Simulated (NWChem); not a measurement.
All runs are NWChem calculations. System: C2H6Mg, charge 0, spin multiplicity 1, at a geometry optimised with PBE/def2-SVP. The structure started from a generated list of species.

The NWChem input:

```
start mol
memory heap 200 mb stack 900 mb global 1100 mb
geometry units angstroms nocenter noautoz noautosym
  Mg     0.000000     0.000000     0.000320
  C     -0.273803    -2.092299    -0.000142
  H      0.013337    -2.551499    -0.971225
  H     -1.333002    -2.374641     0.186460
  H      0.334171    -2.594567     0.783695
  C      0.273803     2.092299    -0.000142
  H      1.333002     2.374641     0.186460
  H     -0.334171     2.594567     0.783695
  H     -0.013337     2.551499    -0.971225
end
basis spherical
  * library def2-svp
end
dft
  xc xpbe96 cpbe96
  semidirect memsize 60000000 filesize 0
  iterations 100
  convergence nolevelshifting
  cdft 1 1 charge -0.6 pop becke
end
task dft energy
```

The output up to the point where the run's verdict is printed (cleaned and shortened):

```
             Northwest Computational Chemistry Package (NWChem) 7.3.0
             --------------------------------------------------------

                                NWChem Input Module
                                -------------------

 Scaling coordinates for geometry "geometry" by  1.889725989
 (inverse scale =  0.529177249)

                             Geometry "geometry" -> ""
                             -------------------------

 Output coordinates in angstroms (scale by  1.889725989 to convert to a.u.)

  No.       Tag          Charge          X              Y              Z
 ---- ---------------- ---------- -------------- -------------- --------------
    1 Mg                  12.0000     0.00000000     0.00000000     0.00032000
    2 C                    6.0000    -0.27380300    -2.09229900    -0.00014200
    3 H                    1.0000     0.01333700    -2.55149900    -0.97122500
    4 H                    1.0000    -1.33300200    -2.37464100     0.18646000
    5 H                    1.0000     0.33417100    -2.59456700     0.78369500
    6 C                    6.0000     0.27380300     2.09229900    -0.00014200
    7 H                    1.0000     1.33300200     2.37464100     0.18646000
    8 H                    1.0000    -0.33417100     2.59456700     0.78369500
    9 H                    1.0000    -0.01333700     2.55149900    -0.97122500

 Effective nuclear repulsion energy (a.u.)      78.4090148780

            Nuclear Dipole moment (a.u.)
            ----------------------------
        X                 Y               Z
 ---------------- ---------------- ----------------
     0.0000000000     0.0000000000    -0.0000075589


 Summary of "ao basis" -> "" (spherical)
 ------------------------------------------------------------------------------
       Tag                 Description            Shells   Functions and Types
 ---------------- ------------------------------  ------  ---------------------
 *                          def2-svp                  on all atoms

  pbe96 is a nonlocal functional; adding pw91lda local functional.
[...]
 d= 0,ls=0.0,diis    74   -278.8765335287 -1.03D-03  2.33D-02  5.80D-03    27.1
 CDFT multipliers:
      1       -0.6960899495
      iter =   13
 d= 0,ls=0.0,diis    75   -278.8758070245  7.27D-04  2.22D-02  7.54D-03    27.6
 CDFT multipliers:
      1       -0.6950924619
      iter =   10
 d= 0,ls=0.0,diis    76   -278.8754213085  3.86D-04  9.38D-04  8.71D-03    28.0
 CDFT multipliers:
      1       -0.6957147065
      iter =   13
 d= 0,ls=0.0,diis    77   -278.8758151446 -3.94D-04  1.42D-03  7.46D-03    28.4
 CDFT multipliers:
      1       -0.6950057593
      iter =    8
 d= 0,ls=0.0,diis    78   -278.8753668920  4.48D-04  3.99D-04  9.00D-03    28.9
 CDFT multipliers:
      1       -0.6952949437
      iter =    9
 d= 0,ls=0.0,diis    79   -278.8755691153 -2.02D-04  2.46D-03  8.62D-03    29.3
 CDFT multipliers:
      1       -0.6944480678
      iter =    8
 d= 0,ls=0.0,diis    80   -278.8750467399  5.22D-04  2.43D-04  1.04D-02    29.7
 CDFT multipliers:
      1       -0.6939886666
      iter =    8
 d= 0,ls=0.0,diis    81   -278.8747700021  2.77D-04  2.16D-02  1.15D-02    30.1
 CDFT multipliers:
      1       -0.6971084246
      iter =    5
 d= 0,ls=0.0,diis    82   -278.8759970401 -1.23D-03  2.02D-03  9.00D-03    30.6
 CDFT multipliers:
      1       -0.6963021573
      iter =    5
 d= 0,ls=0.0,diis    83   -278.8757254974  2.72D-04  1.84D-02  9.34D-03    31.0
 CDFT multipliers:
      1       -0.6929975538
      iter =   11
 d= 0,ls=0.0,diis    84   -278.8744376112  1.29D-03  2.05D-02  1.18D-02    31.4
 CDFT multipliers:
      1       -0.6944098832
      iter =   14
 d= 0,ls=0.0,diis    85   -278.8753227952 -8.85D-04  2.03D-02  9.93D-03    31.8
 CDFT multipliers:
      1       -0.6954058821
      iter =    7
 d= 0,ls=0.0,diis    86   -278.8752488761  7.39D-05  5.09D-03  1.17D-02    32.3
 CDFT multipliers:
      1       -0.6965590605
      iter =    7
 d= 0,ls=0.0,diis    87   -278.8759944089 -7.46D-04  6.19D-03  9.92D-03    32.7
 CDFT multipliers:
      1       -0.6966217142
      iter =    6
 d= 0,ls=0.0,diis    88   -278.8760615968 -6.72D-05  1.07D-02  9.01D-03    33.1
 CDFT multipliers:
      1       -0.6970980337
      iter =    6
 d= 0,ls=0.0,diis    89   -278.8768299158 -7.68D-04  1.88D-02  6.53D-03    33.6
 CDFT multipliers:
      1       -0.6970059911
      iter =    6
 d= 0,ls=0.0,diis    90   -278.8762678732  5.62D-04  1.95D-02  7.59D-03    34.0
 CDFT multipliers:
      1       -0.6987402207
      iter =    9
 d= 0,ls=0.0,diis    91   -278.8767015501 -4.34D-04  1.93D-02  7.08D-03    34.4
 CDFT multipliers:
      1       -0.6972513285
      iter =    7
 d= 0,ls=0.0,diis    92   -278.8764555113  2.46D-04  2.69D-04  6.82D-03    34.9
 CDFT multipliers:
      1       -0.6971168242
      iter =    7
 d= 0,ls=0.0,diis    93   -278.8764345994  2.09D-05  2.05D-02  6.92D-03    35.3
 CDFT multipliers:
      1       -0.6963152589
      iter =    6
 d= 0,ls=0.0,diis    94   -278.8763780834  5.65D-05  2.18D-02  6.99D-03    35.7
 CDFT multipliers:
      1       -0.6974732256
      iter =    8
 d= 0,ls=0.0,diis    95   -278.8762912652  8.68D-05  2.10D-02  6.55D-03    36.2
 CDFT multipliers:
      1       -0.6958510864
      iter =    7
 d= 0,ls=0.0,diis    96   -278.8758043858  4.87D-04  2.19D-03  8.50D-03    36.6
 CDFT multipliers:
      1       -0.6960109091
      iter =    7
 d= 0,ls=0.0,diis    97   -278.8758173187 -1.29D-05  1.68D-02  8.33D-03    37.0
 CDFT multipliers:
      1       -0.6974129149
      iter =    6
 d= 0,ls=0.0,diis    98   -278.8768690684 -1.05D-03  2.22D-02  5.25D-03    37.5
 CDFT multipliers:
      1       -0.6960930456
      iter =    7
 d= 0,ls=0.0,diis    99   -278.8760789325  7.90D-04  3.34D-03  7.62D-03    37.9
 CDFT multipliers:
      1       -0.6963033378
      iter =    6
 d= 0,ls=0.0,diis   100   -278.8765695911 -4.91D-04  3.60D-03  6.25D-03    38.3
  CDFT final multipliers
      1       -0.6969217446
```

Convergence was not reached. The next line reads: Calculation failed to converge. NWChem stopped with the message: dft energy failed.
